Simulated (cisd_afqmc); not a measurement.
Input (AFQMC/CISD/def2-SVP; cisd_afqmc is a phaseless AFQMC code with CISD trial states that reads the integrals written by Ansatz):

Ansatz 0.2 input:
```python
import cisd_afqmc

open("ham.yaml", "w").write("""\
crystal:
  periodic: [false, false, false]
  atoms:
    - {symbol: Ge, position_ang: [-0.66718167, 0.21390075, 0.10161856]}
    - {symbol: S, position_ang: [1.42036377, -0.52683424, -0.25550018]}
    - {symbol: H, position_ang: [-0.88341809, 1.56623197, -0.59743992]}
    - {symbol: H, position_ang: [-1.57324305, -0.86244821, -0.50947866]}
    - {symbol: H, position_ang: [-0.93504252, 0.35701834, 1.60893690]}
    - {symbol: H, position_ang: [2.01569688, 0.52372184, 0.33419078]}
basis:
  gaussian:
    orbitals: def2-SVP
magnetization: {spin_polarized: false}
correlation: {method: ccsd, electrons: outside_noble_gas, hamiltonian_folder: ham}
""")
rep = cisd_afqmc.ansatz("ham.yaml")
e_ccsd = rep["correlation"]["coupled_cluster"]["energy"]["hartree"]
out = cisd_afqmc.run("ham", e_ccsd, trial="CISD", walkers=100, populations=8, threads=8, dt=0.005, steps=40, early=24, settle=10, least=32,
    cut=5e-5, rank_cut=2e-4, target=0.0004, seconds=1500, seed=1, memory=17280, gpu=False)
```

Output:

```
orbitals 51, occupied [7], factors 297 of 682, rank of the doubles 129 of 308
E(HF) = -2474.851546
E(CCSD) on the cut factors = -2475.126867, shift to the whole factors -0.000012
Energy of the trial state on the determinant = -2475.126848
  tau behind 7.2 of longer steps, mean of the populations' last blocks
   2.0  -2475.13549
   4.0  -2475.13555
   6.0  -2475.13521
   8.0  -2475.13298
blocks 292 (0 outliers left out), error by blocks joined: 1: 0.00016, 2: 0.00021, 4: 0.00025, 8: 0.00030, 16: 0.00036
E(AFQMC/CISD) = -2475.13453 +/- 0.00036
```

The two halves of the walk average -2475.13542 and -2475.13368 Eh, farther apart than the printed bar allows, so the bar may be too narrow.
